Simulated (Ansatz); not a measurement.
ClCuHSi2+: where a starting geometry ends

The starting geometry of this gas-phase singlet was optimised with GFN2-xTB.

```xyz
5

Cl   -0.5793    1.6698   -1.5485
Cu    0.1800   -0.4627    3.2012
Si    0.4921   -0.5495    0.9238
Si    0.8319    0.2485   -1.2562
H     0.2629   -1.9134    0.3388
```

Task: Predict what becomes of its bonds when it is optimised with B3LYP-D3(BJ)/def2-SVP.

Result: A new bond forms, giving a structure with Cl1 bridging Si4 and Si3, given below by its coordinates. Distances that change by over a tenth: Cl1–Si4 (2.02 → 2.24 Å). Contacts that close: Cl1–Si3 (3.49 → 2.39 Å).

The energy falls by 0.74 eV over 13 steps:

```json
{"step": "1", "E − E(last) (eV)": "0.736"}
{"step": "2", "E − E(last) (eV)": "0.514"}
{"step": "4", "E − E(last) (eV)": "0.374"}
{"step": "5", "E − E(last) (eV)": "0.272"}
{"step": "6", "E − E(last) (eV)": "0.160"}
{"step": "8", "E − E(last) (eV)": "0.009"}
{"step": "9", "E − E(last) (eV)": "0.003"}
{"step": "10", "E − E(last) (eV)": "0.000"}
{"step": "12", "E − E(last) (eV)": "0.000"}
{"step": "13", "E − E(last) (eV)": "0.000"}
```

Final geometry (Å):

```xyz
5

Cl   -0.7337    0.9437   -0.7286
Cu    0.2115   -0.0314    2.8043
Si    0.4462   -0.6034    0.6579
Si    1.4255    0.5400   -1.1858
H    -0.1619   -1.8562    0.1113
```

Frequencies at the end are all real (lowest 86 cm⁻¹). Run with Ansatz 0.2.0, 29 s on 2 threads of Intel(R) Xeon(R) Platinum 8259CL CPU @ 2.50GHz (Skylake/Cascade Lake), with other jobs on the host.
